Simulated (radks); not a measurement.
Values are calculated unless marked as measured or tabulated.
Problem. The mean radii <r> (bohr) of the occupied orbitals of an atom or ion are listed with their occupations. Level of theory: scalar-relativistic Kohn-Sham, r2SCAN, spin-polarised, spherical densities, finite nucleus; meta-GGA in the generalised Kohn-Sham scheme; Fermi nuclear charge, rms radius of each element as measured or else 0.836 A^(1/3) + 0.57 fm (a radial shooting solver on a logarithmic mesh with Libxc functionals).

| orbital | occ. | <r> |
|---|---|---|
| 1s up | 1 | 0.02037 |
| 1s down | 1 | 0.02037 |
| 2s up | 1 | 0.08554 |
| 2s down | 1 | 0.08554 |
| 2p up | 3 | 0.07577 |
| 2p down | 3 | 0.07578 |
| 3s up | 1 | 0.2086 |
| 3s down | 1 | 0.2087 |
| 3p up | 3 | 0.2043 |
| 3p down | 2 | 0.2044 |

Name the element and its charge. Open shells, if any, are filled with parallel spins first.

Solution. Z = 68, erbium, charge +51: Er51+ in [Ne] 3s2 3p5. The 1s radius gives Z: for a bare nucleus <r> = (2 gamma + 1)/(2Z) with gamma = sqrt(1 - (Z/c)^2), 0.02012 bohr for Z = 68, and screening makes it slightly larger (0.02037 here). The occupations add up to 17, and the charge is Z minus that.
